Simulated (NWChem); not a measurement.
**Dipole moment of ClGa**

```xyz
2

Ga     0.0000     0.0000    -0.7909
Cl     0.0000     0.0000     1.4423
```
Charge 0, spin multiplicity 1.

All runs are NWChem calculations. All single points use one geometry, from B3LYP/def2-SVP, a minimum by its harmonic frequencies.

Basis set: aug-cc-pVDZ. The CCSD dipole comes from the Λ equations, without orbital relaxation.

```json
[
 {"method": "CCSD", "dipole moment (D)": "2.56", "difference from CCSD": "0.00"},
 {"method": "PBE", "dipole moment (D)": "2.44", "difference from CCSD": "-0.12"},
 {"method": "B3LYP", "dipole moment (D)": "2.62", "difference from CCSD": "+0.06"},
 {"method": "PBE0", "dipole moment (D)": "2.57", "difference from CCSD": "+0.01"},
 {"method": "HF", "dipole moment (D)": "2.63", "difference from CCSD": "+0.07"}
]
```

The values span 0.19 D, from PBE (lowest) to HF (highest). 

The Hamiltonian is non-relativistic. The correlated methods keep 14 core orbitals frozen. B3LYP has NWChem's definition, with VWN1-RPA local correlation. The structure started from a generated list of species. No row is a measurement; the coupled-cluster row has its own basis-set and correlation limits.
